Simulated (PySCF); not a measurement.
Excitation energy of Sb⁺ by level of theory

Sb⁺ [Kr] 4d10 5s2 5p2 (3P) → Sb⁺ [Kr] 4d10 5s1 5p2 5d1 (high-spin determinant), as a difference of total energies. Computed with PySCF 2.14 in aug-cc-pVQZ-DK3 (9s8p6d3f2g, 102 functions), with the spin-free X2C one-electron Hamiltonian (Gaussian nucleus). Correlated levels: valence: [Kr] 4d10 frozen. The calculations carry no spin-orbit coupling.

| method | excitation energy (eV) |
| --- | --- |
| UHF | 14.484 |
| LDA | 16.466 |
| PBE | 16.064 |
| PBE0 | 15.900 |
| HSE06 | 15.939 |
| PW91 | 16.100 |
| TPSSh | 15.906 |
| MP2 (valence) | 15.325 |
| SCS-MP2 (valence) | 15.733 |

Q: How much does correlation contribute at MP2 (valence)?

A: 15.325 − (14.484) = 0.841 eV, measured against UHF.

A first-order spin-orbit estimate (lowest level to lowest level, LS coupling) adds 0.071 eV.

The promoted electron is Rydberg-like, and one or two diffuse shells describe it only roughly, which tends to raise the upper state.

The determinant of the upper state mixes LS terms, which raises its energy above the lowest term, most at the Hartree-Fock and MP2 levels.
